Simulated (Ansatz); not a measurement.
Born–Oppenheimer molecular dynamics of Cl$_{2}$FH$_{5}$OSi$_{2}$ (11 atoms, charge 0, multiplicity 1). It starts at the highest image of a converged band, a first-order saddle point between two minima.

The calculation used RKS B3LYP/cc-pVDZ in Ansatz.

```yaml
ensemble: NVE (velocity Verlet)
time_step: 0.5 fs
steps_asked: 200
starting_velocities_drawn_for: 300 K
seed: 7341
```

Frames 2.5 fs apart, positions in Å.

Velocities at 40 fs (Å/ps):

```
Si -1.33 -0.36 -1.32
F 0.53 5.95 -4.93
Cl -0.94 -0.32 -2.36
Cl 3.02 2.06 -0.44
H 2.63 3.89 -9.90
H -30.99 -6.95 28.87
O 1.20 1.55 1.86
Si -1.12 -6.94 6.29
H 7.45 3.37 -0.19
H -12.34 -0.83 14.15
H -0.26 5.58 -9.44
```

```xyz
11
Properties=species:S:1:pos:R:3 time_fs=40 energy_less_start_eV=-0.019 T=316
Si -0.136 1.045 -1.233
F 1.408 1.566 -0.895
Cl 0.439 -0.015 -2.902
Cl -2.094 -0.004 -1.071
H -0.784 2.409 -1.072
H 1.167 0.396 0.555
O 0.276 0.065 0.490
Si -0.082 -1.289 1.569
H 0.299 -2.496 0.780
H 0.950 -0.944 2.614
H -1.441 -1.198 2.086
11
Properties=species:S:1:pos:R:3 time_fs=42.5 energy_less_start_eV=-0.049 T=342
Si -0.141 1.044 -1.235
F 1.410 1.582 -0.907
Cl 0.437 -0.016 -2.908
Cl -2.086 0.001 -1.071
H -0.769 2.403 -1.106
H 1.150 0.400 0.640
O 0.275 0.068 0.494
Si -0.084 -1.306 1.584
H 0.311 -2.491 0.787
H 0.912 -0.957 2.649
H -1.456 -1.186 2.064
11
Properties=species:S:1:pos:R:3 time_fs=45 energy_less_start_eV=-0.030 T=326
Si -0.148 1.042 -1.236
F 1.415 1.598 -0.918
Cl 0.435 -0.017 -2.916
Cl -2.079 0.006 -1.072
H -0.746 2.380 -1.154
H 1.202 0.431 0.734
O 0.270 0.070 0.497
Si -0.084 -1.321 1.598
H 0.310 -2.500 0.804
H 0.867 -0.987 2.687
H -1.494 -1.179 2.043
11
Properties=species:S:1:pos:R:3 time_fs=47.5 energy_less_start_eV=-0.038 T=332
Si -0.156 1.040 -1.236
F 1.421 1.615 -0.928
Cl 0.433 -0.019 -2.925
Cl -2.071 0.011 -1.072
H -0.734 2.368 -1.211
H 1.166 0.439 0.790
O 0.272 0.074 0.503
Si -0.084 -1.333 1.611
H 0.301 -2.526 0.829
H 0.826 -1.030 2.734
H -1.528 -1.185 2.017
11
Properties=species:S:1:pos:R:3 time_fs=50 energy_less_start_eV=0.011 T=292
Si -0.162 1.036 -1.234
F 1.425 1.631 -0.936
Cl 0.432 -0.021 -2.934
Cl -2.064 0.017 -1.072
H -0.740 2.385 -1.273
H 1.080 0.440 0.807
O 0.277 0.077 0.512
Si -0.086 -1.344 1.621
H 0.286 -2.566 0.859
H 0.795 -1.078 2.791
H -1.538 -1.205 1.984
11
Properties=species:S:1:pos:R:3 time_fs=52.5 energy_less_start_eV=-0.022 T=318
Si -0.167 1.031 -1.232
F 1.428 1.647 -0.944
Cl 0.431 -0.022 -2.944
Cl -2.058 0.021 -1.071
H -0.759 2.413 -1.335
H 1.098 0.502 0.835
O 0.276 0.075 0.523
Si -0.089 -1.352 1.629
H 0.267 -2.605 0.896
H 0.769 -1.127 2.843
H -1.527 -1.234 1.944
11
Properties=species:S:1:pos:R:3 time_fs=55 energy_less_start_eV=0.104 T=212
Si -0.169 1.028 -1.231
F 1.429 1.661 -0.950
Cl 0.430 -0.024 -2.954
Cl -2.051 0.026 -1.069
H -0.773 2.418 -1.391
H 1.129 0.574 0.844
O 0.276 0.072 0.536
Si -0.092 -1.359 1.636
H 0.248 -2.634 0.938
H 0.741 -1.172 2.878
H -1.520 -1.267 1.908
11
Properties=species:S:1:pos:R:3 time_fs=57.5 energy_less_start_eV=0.061 T=247
Si -0.170 1.027 -1.231
F 1.426 1.673 -0.955
Cl 0.430 -0.026 -2.965
Cl -2.046 0.030 -1.067
H -0.774 2.390 -1.433
H 1.072 0.589 0.804
O 0.282 0.070 0.554
Si -0.095 -1.364 1.641
H 0.235 -2.650 0.978
H 0.710 -1.209 2.891
H -1.537 -1.296 1.880
11
Properties=species:S:1:pos:R:3 time_fs=60 energy_less_start_eV=0.159 T=164
Si -0.168 1.026 -1.233
F 1.419 1.683 -0.957
Cl 0.429 -0.028 -2.975
Cl -2.042 0.034 -1.064
H -0.768 2.345 -1.461
H 1.031 0.597 0.763
O 0.288 0.067 0.574
Si -0.097 -1.367 1.644
H 0.233 -2.659 1.005
H 0.680 -1.232 2.893
H -1.572 -1.317 1.860
11
Properties=species:S:1:pos:R:3 time_fs=62.5 energy_less_start_eV=0.152 T=169
Si -0.164 1.026 -1.236
F 1.410 1.691 -0.957
Cl 0.429 -0.030 -2.985
Cl -2.039 0.037 -1.060
H -0.768 2.319 -1.477
H 1.094 0.646 0.759
O 0.290 0.060 0.593
Si -0.101 -1.370 1.645
H 0.245 -2.664 1.013
H 0.661 -1.235 2.898
H -1.595 -1.328 1.843
11
Properties=species:S:1:pos:R:3 time_fs=65 energy_less_start_eV=0.137 T=183
Si -0.157 1.025 -1.242
F 1.397 1.697 -0.955
Cl 0.429 -0.032 -2.994
Cl -2.037 0.039 -1.056
H -0.779 2.332 -1.484
H 1.126 0.638 0.763
O 0.295 0.055 0.612
Si -0.106 -1.371 1.645
H 0.270 -2.663 1.003
H 0.654 -1.220 2.913
H -1.592 -1.329 1.829
11
Properties=species:S:1:pos:R:3 time_fs=67.5 energy_less_start_eV=0.056 T=252
Si -0.149 1.023 -1.250
F 1.383 1.700 -0.950
Cl 0.430 -0.033 -3.003
Cl -2.035 0.041 -1.051
H -0.794 2.364 -1.481
H 1.095 0.552 0.771
O 0.304 0.054 0.630
Si -0.113 -1.371 1.644
H 0.303 -2.648 0.981
H 0.651 -1.192 2.927
H -1.572 -1.323 1.816
```

Of the whole run (100 fs, mean temperature of the second half 264 K): The conserved energy stayed within 0.14 meV per atom of its start (net change 0.097 meV per atom), so the integration is sound. A run of 0.1 ps of so small a system gives no equilibrium averages. The orbitals stay closed-shell, which can raise the energy where a bond breaks towards radicals; this wasn't checked here.

Run time: 15 min on 4 threads of Arm Neoverse N1, with other jobs on the host, peak memory 0.37 GiB.
